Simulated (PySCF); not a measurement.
## C6H8FOSi: g tensor and hyperfine couplings

Species: C6H8FOSi (doublet state).
Geometry (GFN2-xTB, Å), atoms numbered from 1 in this order:
```xyz
17
C6H8FOSi angstrom
C     -3.1045   -0.3116    0.0705
C     -1.6433   -0.1250    0.4464
O     -0.8858    0.0584   -0.7246
Si     0.6801    0.3636   -0.9475
C      1.4930    1.6976    0.0978
C      2.4969    1.2506    0.8330
C      2.7628   -0.1942    0.7385
C      1.9326   -0.8302   -0.0919
F      2.0284   -2.1598   -0.3072
H     -3.4665    0.5657   -0.4589
H     -3.2134   -1.1769   -0.5778
H     -3.7019   -0.4592    0.9658
H     -1.5223    0.7498    1.0945
H     -1.2714   -1.0047    0.9847
H      0.7512    0.3992   -2.3918
H      3.1063    1.8483    1.4937
H      3.5509   -0.6596    1.3111
```

The hyperfine couplings belong to this conformer and change with its torsions.

Identity: `C1C=[C][Si@@H](C=1F)OCC` [radical].

Level of theory: PySCF, UKS B3LYP, pcH-1 on C F H O Si, non-relativistic, mean-field spin-orbit, GIAO. Isolated species at its GFN2-xTB geometry (one conformer only). A GFN2-xTB geometry isn't a minimum of the functional, and hyperfine couplings can be far from their values at a DFT geometry. Stability of the SCF solution: not tested.

```
g1, g2, g3        : 2.00108, 2.00203, 2.00313
g_iso             : 2.00208
Form of g         : rhombic: the two nearest values differ by 46 % of g3 − g1
⟨S²⟩              : 0.7689 (exact 0.7500)
α and β electrons : 38, 37
Basis functions   : 315
```

Isotropic coupling and dipolar principal values T1 to T3, in MHz; ρ(0) is the spin density at the nucleus:

```tsv
atom	isotope	a_iso	of which spin–orbit	T1	T2	T3	Mulliken spin population	ρ(0) (bohr⁻³)
C1	13C	0.0	0.0	-0.2	-0.1	0.3	0.00	0.0000
C2	13C	0.0	0.0	-0.4	-0.3	0.7	0.00	0.0000
O3	17O	-0.3	0.0	-1.1	0.3	0.8	0.00	0.0005
Si4	29Si	-65.2	0.1	-21.5	9.3	12.2	0.03	0.0734
C5	13C	359.5	-0.2	-78.9	-51.6	130.5	1.01	0.3199
C6	13C	-17.2	0.0	-22.3	4.9	17.4	-0.17	-0.0153
C7	13C	59.7	0.0	-9.1	-0.9	10.0	0.11	0.0531
C8	13C	42.6	0.0	-14.5	3.4	11.1	-0.02	0.0379
F9	19F	9.7	0.0	-59.5	-7.5	67.0	0.00	0.0023
H10	1H	0.0	0.0	-0.6	-0.5	1.1	0.00	0.0000
H11	1H	0.1	0.0	-0.4	-0.4	0.9	0.00	0.0000
H12	1H	0.0	0.0	-0.4	-0.4	0.8	0.00	0.0000
H13	1H	0.5	0.0	-2.1	-1.8	3.9	0.00	0.0001
H14	1H	0.0	0.0	-1.1	-1.0	2.2	0.00	0.0000
H15	1H	-3.0	0.0	-3.2	-2.4	5.5	0.00	-0.0007
H16	1H	93.1	0.0	-6.3	-4.7	11.0	0.04	0.0208
H17	1H	6.8	0.0	-3.8	-3.0	6.8	0.00	0.0015
```

Largest spin populations (Mulliken): C5 (+1.01), C6 (-0.17) and C7 (+0.11). C5 is the only atom above +0.15. The positive populations add up to 1.19 and the negative ones to -0.19, together 2S = 1.

Axes: g1 points within 9° of the C7–C8 bond and g2 points within 15° of the C6–C7 bond.

Under fast tumbling the dipolar parts average out, and these isotropic splittings remain: 1 × 1H (H16, I = 1/2, 2 lines) with 3.32 mT, 1 × 19F (F9, I = 1/2, 2 lines) with 0.34 mT, 1 × 1H (H17, I = 1/2, 2 lines) with 0.24 mT and 1 × 1H (H15, I = 1/2, 2 lines) with 0.11 mT.

The 13C coupling of C5 (359.5 MHz) shows only in satellite lines or after enrichment, since that isotope makes up about 1.07 % of natural carbon.

The 29Si coupling of Si4 (-65.2 MHz) shows only in satellite lines or after enrichment, since that isotope makes up about 4.7 % of natural silicon.

Examples of negative spin density at the nucleus (bohr⁻³): C6 (-0.0153).
